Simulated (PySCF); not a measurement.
tert-butylarsine (C4H11As), SMILES CC(C)(C)[AsH2]. Geometry optimised at PBE0-D3(BJ)/def2-SVP.

Computed equilibrium geometry at PBE0-D3(BJ)/def2-SVP (PySCF confirms it by a frequency run) as bond lengths and angles, and its point group:
point group Cs.
Atoms: C1 C2 C3 C4 As5 H6 H7 H8 H9 H10 H11 H12 H13 H14 H15 H16. Bond lengths (Å): C1–C2 1.524, C1–H6 1.105, C1–H7 1.101, C1–H8 1.101, C2–C3 1.528, C2–C4 1.528, C2–As5 2.008, C3–H9 1.101, C3–H10 1.104, C3–H11 1.102, C4–H12 1.101, C4–H13 1.102, C4–H14 1.104, As5–H15 1.527, As5–H16 1.527. Angles (°): C2–C1–H6 110.1, C2–C1–H7 111.7, C2–C1–H8 111.7, H6–C1–H7 107.7, H6–C1–H8 107.7, H7–C1–H8 107.9, C1–C2–C3 110.4, C1–C2–C4 110.4, C1–C2–As5 111.9, C3–C2–C4 110.2, C3–C2–As5 106.9, C4–C2–As5 106.9, C2–C3–H9 111.8, C2–C3–H10 110.1, C2–C3–H11 111.7, H9–C3–H10 107.6, H9–C3–H11 108.0, H10–C3–H11 107.5, C2–C4–H12 111.8, C2–C4–H13 111.7, C2–C4–H14 110.1, H12–C4–H13 108.0, H12–C4–H14 107.6, H13–C4–H14 107.5, C2–As5–H15 95.4, C2–As5–H16 95.4, H15–As5–H16 92.1.
